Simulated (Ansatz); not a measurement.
This geometry of C$_{3}$H$_{9}$FSSi (15 atoms, charge 0, multiplicity 1) is a first-order saddle point.

Method: Ansatz, RKS PBE-D4/def2-SVP.

```xyz
15
Properties=species:S:1:pos:R:3
C -1.971 1.329 -0.213
S -1.335 -0.003 0.866
C 0.127 -0.581 -0.102
C 0.529 -1.940 0.454
F -0.225 -0.735 -1.457
Si 1.538 0.731 -0.011
H -1.239 1.549 -1.011
H -2.917 1.003 -0.685
H -2.147 2.241 0.387
H 1.406 -2.332 -0.101
H -0.312 -2.653 0.342
H 0.795 -1.869 1.527
H 2.015 0.838 1.410
H 1.028 2.061 -0.485
H 2.687 0.310 -0.891
```

Problem. Which two structures does it join? (They come from a converged band through this point; their orientation in space is the band's.)

Solution. No bond is made or broken. The dihedral H7–C1–S2–C3 goes from 45 to -78°. The two ends are copies of one structure, up to a mirror image or an exchange of like atoms.

Image 0:

```xyz
15
Properties=species:S:1:pos:R:3
C -2.021 1.197 -0.341
S -1.452 -0.226 0.644
C 0.183 -0.561 -0.138
C 0.648 -1.923 0.360
F 0.033 -0.627 -1.540
Si 1.444 0.848 0.236
H -1.840 0.993 -1.414
H -3.112 1.273 -0.169
H -1.540 2.149 -0.043
H 1.622 -2.184 -0.102
H -0.096 -2.697 0.081
H 0.768 -1.925 1.461
H 1.727 0.876 1.712
H 0.892 2.173 -0.204
H 2.723 0.585 -0.514
```

Image 8:

```xyz
15
Properties=species:S:1:pos:R:3
C -1.914 1.396 -0.142
S -1.354 -0.017 0.862
C 0.099 -0.588 -0.115
C 0.495 -1.956 0.425
F -0.268 -0.735 -1.470
Si 1.540 0.690 -0.054
H -1.297 2.303 0.008
H -1.919 1.106 -1.210
H -2.953 1.607 0.178
H 1.353 -2.357 -0.150
H -0.358 -2.659 0.327
H 0.784 -1.894 1.493
H 2.039 0.804 1.359
H 1.070 2.030 -0.541
H 2.661 0.219 -0.942
```

Problem. How far does it lie above each of them?

Solution. 0.049 eV above the first and 0.049 eV above the second. This is the barrier of this one path; another mechanism may lie lower.

The run took 3.3 min on 2 threads of Arm Neoverse V1, with other jobs on the host, peak memory 0.19 GiB.
